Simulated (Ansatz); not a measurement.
Spectroscopic constants of MgCl, multiplicity 2 (the spin of the measured ground state).

D_e counts from the fitted minimum to each atom's lowest state at the same level, without counterpoise.

Correlated levels freeze the inner cores; with def2 sets outer-core shells near the valence are correlated too.

Codes used: Ansatz (a first-principles code). 

```
level               bond energy D_e (kJ/mol)
------------------  ------------------------
r2SCAN/def2-TZVPP                      348.1
B3LYP/def2-TZVPP                       304.0
BHLYP/def2-TZVPP                       300.1
wB97X-V/def2-TZVPP                       [?]
wB97M-V/def2-TZVPP                     304.2
B2PLYP/def2-TZVPP                      310.0
CCSD/def2-QZVPP                        308.6
CCSD(T)/def2-TZVPP                     300.5
CCSD(T)/def2-QZVPP                     316.2
```

Question: Some entries are withheld; supply them.

Answer: 
- wB97X-V/def2-TZVPP, bond energy D_e (kJ/mol): 323.2
